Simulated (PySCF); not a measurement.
Here is a job for PySCF.
```python
from pyscf import gto, scf, dft

mol = gto.M(
    atom='''
Cl    3.087990   -0.396772   -1.265694
Si    1.473981    0.293217   -0.194612
Cl    2.179332    0.667664    1.668849
Cl    0.976619    2.069056   -1.021812
C     0.105443   -0.995103   -0.215735
Si   -1.635604   -0.253433    0.203303
Cl   -2.051876    0.257377   -1.987281
Cl   -1.203103   -0.203777    2.439484
Cl   -2.916123   -1.884244    0.276264
H     0.336163   -1.781037    0.505877
H     0.055626   -1.463471   -1.199885
''',
    basis='aug-pcseg-1',
    charge=-1,
    spin=1,
    verbose=4,
)

mf = dft.UKS(mol)
mf.xc = 'pbe0'
mf = mf.density_fit(auxbasis='def2-universal-jkfit')
mf.kernel()
```

Task: Give the number of basis functions at the level DF-PBE0/aug-pcseg-1 in PySCF.

Result: 257

Task: What is the computed HOMO energy (DF-PBE0/aug-pcseg-1)?

Result: -1.61 eV

Task: What is the computed <S^2> (DF-PBE0/aug-pcseg-1)?

Result: 0.753

Task: Estimate the Mulliken (on the basis functions themselves) charges in atom order that DF-PBE0/aug-pcseg-1 returns for this input.

Result: Cl1 -0.83, Si2 2.94, Cl3 -0.75, Cl4 -0.74, C5 -1.34, Si6 1.74, Cl7 -0.80, Cl8 -0.76, Cl9 -0.72, H10 0.13, H11 0.13

Task: Give the total energy at the level DF-PBE0/aug-pcseg-1.

Result: -3378.5465 Eh

Task: Predict the nuclear repulsion energy from DF-PBE0/aug-pcseg-1.

Result: 1313.9226 Eh

These values belong to the state on which the SCF converged, which isn't shown to be the lowest.

Task: Roughly what does it cost on one core?

Result: roughly 100 core-seconds.
